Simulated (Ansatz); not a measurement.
Geometry optimisation, RKS r2SCAN/def2-SVP in Ansatz.

Input:

```yaml
crystal:
  periodic: [false, false, false]
  atoms:
    - { symbol: Ga, position_ang: [-1.512739, 0.241704, -0.47915] }
    - { symbol: F, position_ang: [1.300646, -0.158078, -1.663248] }
    - { symbol: H, position_ang: [-2.252663, -0.847316, -1.3063] }
    - { symbol: H, position_ang: [-1.384171, 1.777232, -0.627212] }
    - { symbol: H, position_ang: [1.395727, 0.252988, 1.511673] }
    - { symbol: O, position_ang: [-0.736313, -0.352436, 1.094183] }
    - { symbol: H, position_ang: [1.803299, 0.019137, -0.920682] }
    - { symbol: F, position_ang: [2.238391, 0.372911, 1.174818] }
    - { symbol: H, position_ang: [-0.852078, -1.306042, 1.215717] }
basis:
  gaussian: { orbitals: def2-SVP }
hamiltonian:
  xc: r2scan
relax:
  f_tol: 0.03
  max_steps: 50
```

Launched with:

```bash
$ ansatz run input.yaml --threads 2 --pin off --max-ram 3072MiB --backend cpu --events-out ev --progress --plain --runs-dir out
```

Where does it end, and by what steps?

The run converged. After 15 steps the energy has fallen by 1.644 eV; H5 moved furthest, 0.94 Å. Parted: F2–H7, H5–F8. Joined: Ga1–F2, H5–O6, H7–F8.

| step | energy less start (eV) | largest force component (eV/Å) | accepted |
| --- | --- | --- | --- |
| 0 | 0.0000 | 1.343 | yes |
| 1 | -0.3793 | 0.976 | yes |
| 2 | -0.7241 | 0.820 | yes |
| 3 | -1.0014 | 1.979 | yes |
| 4 | -1.0165 | 3.001 | yes |
| 5 | -1.2523 | 1.238 | yes |
| 6 | -1.4270 | 0.558 | yes |
| 7 | -1.4714 | 2.501 | yes |
| 8 | -1.4753 | 1.202 | yes |
| 9 | -1.5539 | 0.821 | yes |
| 10 | -1.5891 | 0.626 | yes |
| 11 | -1.5774 | 0.473 | no |
| 12 | -1.6381 | 0.167 | yes |
| 13 | -1.6430 | 0.057 | yes |
| 14 | -1.6430 | 0.080 | no |
| 15 | -1.6437 | 0.023 | yes |

```xyz
9
Properties=species:S:1:pos:R:3
Ga -0.980 0.292 -0.749
F 0.742 0.002 -1.383
H -1.882 -0.907 -1.163
H -1.218 1.821 -0.634
H 0.590 -0.083 1.176
O -0.402 -0.250 1.145
H 1.657 0.124 -0.315
F 2.015 0.196 0.603
H -0.521 -1.195 1.320
```

Run time: 62 s on 2 threads of Arm Neoverse V1, on a shared host, peak memory 0.16 GiB.
